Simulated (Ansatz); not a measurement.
Two structures of SiNH5F2, singlet, reached by relaxing down either side of one saddle point (PBE0-D4/def2-TZVP). Energies are electronic, without zero-point energy. Computed with Ansatz 0.2.0 (basis: def2-TZVPP and def2-QZVPP); correlated methods freeze the cores. Extrapolation: Hartree–Fock as exp(−7.88 √X), correlation as X^−2.97. First:

```
9
angstrom
Si -0.2740 0.8613 0.5708
H -1.2415 0.9819 -0.5386
F -0.6360 2.1835 1.4248
F 1.2472 1.1956 0.1801
H -0.4360 -0.1816 1.6041
H -0.5036 -1.7057 -0.7365
N 0.2603 -1.0433 -0.6644
H 0.5349 -0.7752 -1.6025
H 1.0487 -1.5164 -0.2378
```

Second:

```json
{"atom": "Si1", "x (Å)": "0.7402", "y (Å)": "0.6465", "z (Å)": "0.7412"}
{"atom": "H2", "x (Å)": "-2.9543", "y (Å)": "-0.9677", "z (Å)": "-0.8765"}
{"atom": "F3", "x (Å)": "0.1736", "y (Å)": "2.0490", "z (Å)": "0.2653"}
{"atom": "F4", "x (Å)": "2.2424", "y (Å)": "0.9397", "z (Å)": "1.1728"}
{"atom": "H5", "x (Å)": "0.0356", "y (Å)": "0.1610", "z (Å)": "1.9361"}
{"atom": "H6", "x (Å)": "-2.2329", "y (Å)": "-0.7805", "z (Å)": "-0.8162"}
{"atom": "N7", "x (Å)": "0.5731", "y (Å)": "-0.4372", "z (Å)": "-0.5394"}
{"atom": "H8", "x (Å)": "0.7842", "y (Å)": "-0.1798", "z (Å)": "-1.4899"}
{"atom": "H9", "x (Å)": "0.6382", "y (Å)": "-1.4308", "z (Å)": "-0.3936"}
```

Q: Which bonds change from the first to the second?

A: SiH₂F₂ ([F][SiH2][F]) + NH₃ → SiNH₃F₂ ([NH2][SiH]([F])[F]) + H₂; bonds formed: Si1–N7, H2–H6; bonds broken: Si1–H2, H6–N7.

Q: Give the saddle point's structure and its height above each. (An estimate is asked for; the value comes from the calculation.)

A: Computed: 1.864 eV above the first and 2.213 eV above the second (CCSD(T) at an estimated basis limit (MP2 extrapolated from triple and quadruple zeta, plus CCSD(T) − MP2 in triple zeta)).
```xyz
9
angstrom
Si -0.0438 0.5070 0.5881
H -1.6056 -0.0243 -0.0930
F -0.4044 1.9598 0.0378
F 1.4797 0.8186 1.0490
H -0.5379 -0.0513 1.8582
H -0.8604 -0.7002 -0.5916
N 0.3623 -0.7266 -0.7218
H 0.5934 -0.3111 -1.6182
H 1.0168 -1.4718 -0.5085
```

T1 diagnostic: at most 0.012.

Labels in which every atom is bracketed show which atoms are joined, not bond orders.

For scale, one of the runs: CCSD(T)/def2-TZVPP, 205 basis functions, launched by `ansatz run in.yaml --threads 4 --pin off --events-out ev --progress --plain --max-ram 9574MiB`. Hardware: 4 CPU threads of an AMD EPYC 9R45, shared host. Wall time 19 s; peak host memory 2.8 GiB.
